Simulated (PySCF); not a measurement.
**Polarisability and C₆ of Sn (tin, neutral)**

[Kr] 4d10 5s2 5p2, high-spin 3P determinant. Computed with PySCF 2.14 in aug-cc-pwCVTZ-DK3 with one added diffuse shell each of s, p, d, f type (11s10p8d5f1g, 125 functions), with the spin-free X2C one-electron Hamiltonian (Gaussian nucleus). Coupled (time-dependent) response in atomic units; α is the mean over directions.

```json
{"method": "UHF", "mean α (bohr³)": "57.26", "α xx, yy, zz": "47.12, 62.33, 62.33", "C₆ (like pair)": "640.0", "S(−4)": "1131"}
{"method": "PBE", "mean α (bohr³)": "62.02", "α xx, yy, zz": "48.37, 68.85, 68.85", "C₆ (like pair)": "680.9", "S(−4)": "1652"}
{"method": "PBE0", "mean α (bohr³)": "58.66", "α xx, yy, zz": "46.83, 64.58, 64.58", "C₆ (like pair)": "644.0", "S(−4)": "1343"}
```

S(−4) is the Cauchy moment in α(ω) = α(0) + S(−4) ω² + …

Reference α: 53 ± 6 bohr³ (recommended; Schwerdtfeger and Nagle, table of static dipole polarizabilities (2023 update)). Published C₆: 659.0 (Chu and Dalgarno (2004); Tang, Norbeck and Certain (1976)).

Spin-orbit coupling is absent.

α(iu) at PBE:

| u (hartree) | α(iu) (bohr³) |
| --- | --- |
| 0 | 62.02 |
| 0.0500 | 58.26 |
| 0.100 | 50.05 |
| 0.200 | 34.24 |
| 0.300 | 23.87 |
| 0.500 | 13.35 |
| 0.750 | 7.970 |
| 1.00 | 5.502 |
| 1.50 | 3.282 |
| 2.00 | 2.268 |
| 3.00 | 1.312 |
| 5.00 | 0.6093 |

A single London oscillator, α(iu) = α/(1 + u²/ω²), gives C₆ = (3/4) ω α². Matching the computed C₆ needs ω = 4 × 680.9 / (3 × 62.02²) = 0.236 hartree.

The components differ because the open shell of this determinant is not spherical; for a pure term their mean is the scalar polarisability.
